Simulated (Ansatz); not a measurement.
A structure relaxed at PBE-D4/def2-TZVP in Ansatz, charge 0, singlet:

```xyz
8

Li    0.491    1.401   -0.350
H    -1.258    0.899   -0.556
Li   -1.074    0.092    1.079
H     0.630    0.710    1.341
Li    1.168   -0.835    0.516
H     1.157   -0.100   -1.162
Li   -0.585   -0.659   -1.245
H    -0.529   -1.509    0.377
```

Give its formula, name or SMILES and point group.

(LiH)4 cube (Li₄H₄). Point group Td (tolerance 0.1 Å).

Summarise the bond lengths by kind (pairs closer than 1.2 times the sum of covalent radii, bridged metal pairs left out).

12 × H–Li 1.83 Å.
